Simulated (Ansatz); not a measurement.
Reaction (ligand exchange at the Si–F bond): `F[Si](F)(F)F` + `O[SiH](O)O` → `O[SiH](O)O[Si](F)(F)F` + H–F

Isolated molecules relaxed with PBE0-D4/def2-TZVP in Ansatz; ΔE leaves out vibrations. CBS: MP2 limit from def2 TZ/QZ plus the TZ coupled-cluster correction, frozen cores. This one scheme is used for every species. DFT in def2-TZVPP. Each species was taken in one conformer, which may not be the lowest.

CCSD(T)/CBS gives +10.2 kJ/mol.

Q: Another level gave +16.2 kJ/mol. Which?
A. PBE/def2-TZVPP
B. BLYP-D4/def2-TZVPP
C. LC-ωPBE/def2-TZVPP
D. BHLYP-D4/def2-TZVPP

A: C. LC-ωPBE 16.2, BLYP-D4 10.2, PBE 21.2, BHLYP-D4 5.0 kJ/mol.

Largest T1 diagnostic among the species: 0.012.

From PBE to PBE0 (25 % exact exchange), in def2-TZVPP and without D4, ΔE moves by −4.4 kJ/mol. Leaving LDA and LC-ωPBE aside and taking each functional with its dispersion term where it has one, the values, not all of them listed here, spread over 13.8 kJ/mol, from BHLYP-D4 to B97M-V. LDA lies −5.0 kJ/mol from PBE without D4.
